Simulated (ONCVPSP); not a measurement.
## Which change was made? (Bi, ONCV)

- Element: bismuth
- Generator: ONCVPSP 4.0.1
- Type: optimised norm-conserving Vanderbilt (ONCV)
- Functional: PBE
- Relativity: scalar-relativistic
- Frozen core: [Xe] 4f14
- Valence charge: 15
- Reference configuration: 5d10 6s1.5 6p3.5
- Partial waves: 6s: rc 1.90 bohr, ncon 4, nbas 8, qcut 2.8 1/bohr, 1 projector; 6p: rc 2.25 bohr, ncon 4, nbas 9, qcut 4.4 1/bohr, 2 projectors, debl 1.7 Ha; 5d: rc 1.95 bohr, ncon 4, nbas 9, qcut 7.8 1/bohr, 2 projectors, debl 0.5 Ha
- Local potential: polynomial inside 1.30 bohr (lpopt 5, dvloc0 0 Ha)
- Core correction: polynomial model core, fcfact 0.5

In the d channel the program set the typed energies aside and used -1.025, 0.250 Ha.

Cutoffs, loose and tight: the cutoffs (Ha) at which the residual kinetic energy of the hardest occupied pseudo-wave falls to 1 and 0.1 mHa per electron. They do not see the model core or the augmentation charge, which bear on the density cutoff. Test errors are all-electron minus pseudo excitation energies from the reference, over the configurations 5d10 6s2 6p3; 5d10 6s2 6p2; 5d10 6s2 6p1; 5d9 6s2 6p3; variants that change the core or the reference have their own tests. The largest error is taken over the tests solved by every variant that gives reliable tests at all, those not shown here included: 5d10 6s2 6p2; 5d10 6s2 6p3; 5d9 6s2 6p3.

The base gives: outcome: generated, projector energies reset by the program; cutoff, loose: 37 Ha; cutoff, tight: 47 Ha; bound ghosts: s, p; GHOST(+) flags above zero: none; largest test error (meV): -94.

Task: After one change the result is: outcome: generated, projector energies reset by the program; cutoff, loose: 26 Ha; cutoff, tight: 46 Ha; bound ghosts: s, p; GHOST(+) flags above zero: none; largest test error (meV): -113. Which change was it?
A. s: qcut 3; p: qcut 4.7; d: qcut 8.3
B. s: nproj 0; local potential the s channel
C. fully relativistic
D. d: qcut 5.6
E. reference 5d10 6s2 6p3

Result: A. The others give: d: qcut 5.6 → outcome: generated, projector energies reset by the program; cutoff, loose: 40 Ha; cutoff, tight: 81 Ha; bound ghosts: s, p; GHOST(+) flags above zero: d; largest test error (meV): +13 | fully relativistic → outcome: generated, projector energies reset by the program; cutoff, loose: 37 Ha; cutoff, tight: 47 Ha; bound ghosts: s, p3/2; GHOST(+) flags above zero: p1/2; largest test error (meV): -80 | reference 5d10 6s2 6p3 → outcome: generated, projector energies reset by the program; cutoff, loose: 37 Ha; cutoff, tight: 47 Ha; bound ghosts: s, p; GHOST(+) flags above zero: none; largest test error (meV): -118 | s: nproj 0; local potential the s channel → outcome: generated, projector energies reset by the program; cutoff, loose: 37 Ha; cutoff, tight: 47 Ha; bound ghosts: none; GHOST(+) flags above zero: none; largest test error (meV): -92.
